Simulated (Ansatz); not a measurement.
The first iterations of a band of Cl4Ti + H2 (7 atoms, charge 0, multiplicity 1).

Level of theory: RKS PBE-D4/def2-SVP in Ansatz 0.2.0.

* movable images: 5
* climbing image: yes
* spring: 5.0 eV/Å²
* optimiser: quadratic models (default)
* start path: through a guess of the saddle point
* force threshold: 0.05 eV/Å
* iteration limit: 60
* end points: relaxed

Image 0:

```xyz
7
Properties=species:S:1:pos:R:3
Ti 0.445 0.000 -0.070
Cl 0.549 0.000 2.102
Cl 2.459 0.000 -0.883
Cl -0.603 1.775 -0.754
Cl -0.603 -1.775 -0.754
H -3.094 0.000 1.175
H -2.643 0.000 1.798
```

Image 6:

```xyz
7
Properties=species:S:1:pos:R:3
Ti -0.371 0.000 -0.688
Cl -0.714 0.000 3.570
Cl 1.656 0.000 0.071
Cl -0.988 1.828 -1.665
Cl -0.987 -1.828 -1.666
H -1.283 0.000 0.735
H -0.804 0.000 2.258
```

| iteration | highest image above the first end (eV) | largest band force component (eV/Å) |
| --- | --- | --- |
| 1 | 2.645 | 3.399 |
| 2 | 1.963 | 3.749 |
| 3 | 1.878 | 1.179 |

Question: Does the band converge within its limit, and where does its top end?

Answer: The forces met the threshold. It ended after 11 iterations with the highest image 1.859 eV above the first end. A vibrational analysis at the climbing image gives 2 clearly imaginary modes (93i, 57i cm⁻¹): a point of higher order, so a lower path passes nearby. The orbitals stay closed-shell, which can raise the energy where a bond breaks towards radicals; this wasn't checked here.

Run time: 45 s on 4 threads of Intel(R) Xeon(R) 6975P-C (Granite Rapids) (shared host), peak memory 0.21 GiB.
